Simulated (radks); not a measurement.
The technetium ion Tc2+, 41 electrons, occupied as [Kr] 4d5. Calculated with a radial shooting solver on a logarithmic mesh with Libxc functionals: Dirac Kohn-Sham, LDA (Slater exchange, Perdew-Wang correlation), spin-unpolarised, spherical densities, finite nucleus; open shells fill j = l - 1/2 first; Fermi nuclear charge, rms radius 4.4112 fm. Some entries of the table are withheld. Estimate them.

orbital,occ.,eigenvalue (eV),<r> (bohr),<1/r> (bohr^-1)
1s1/2,2,-20845.51,(1),44.66
2s1/2,2,-2987.972,0.1494,10.19
2p1/2,2,-2758.485,(2),(3)
2p3/2,4,-2640.425,(4),(5)
3s1/2,2,-533.2573,0.4160,3.502
3p1/2,2,-444.9782,0.4096,3.405
3p3/2,4,-425.2203,0.4202,3.281
3d3/2,4,-268.3927,0.3973,3.101
3d5/2,6,-264.5910,0.4008,3.069
4s1/2,2,-89.5600,1.057,1.302
4p1/2,2,(6),1.150,1.181
4p3/2,4,(7),1.181,1.144
4d3/2,4,-22.8419,1.614,(8)
4d5/2,1,-22.5322,1.630,(9)
5s1/2,0,-18.6880,2.803,0.4606
5p1/2,0,-13.4458,3.303,0.3885
5p3/2,0,-13.1026,3.373,0.3799
5d3/2,0,-6.6408,5.140,0.2560
5d5/2,0,-6.6046,5.168,0.2548
4f5/2,0,-4.0928,6.552,(10)
4f7/2,0,-4.0926,6.553,(11)

Answer. 
(1) 1s1/2 <r> (bohr): 0.03432
(2) 2p1/2 <r> (bohr): 0.1272
(3) 2p1/2 <1/r> (bohr^-1): 10.17
(4) 2p3/2 <r> (bohr): 0.1318
(5) 2p3/2 <1/r> (bohr^-1): 9.664
(6) 4p1/2 eigenvalue (eV): -63.6528
(7) 4p3/2 eigenvalue (eV): -60.6586
(8) 4d3/2 <1/r> (bohr^-1): 0.8264
(9) 4d5/2 <1/r> (bohr^-1): 0.8175
(10) 4f5/2 <1/r> (bohr^-1): 0.1818
(11) 4f7/2 <1/r> (bohr^-1): 0.1818
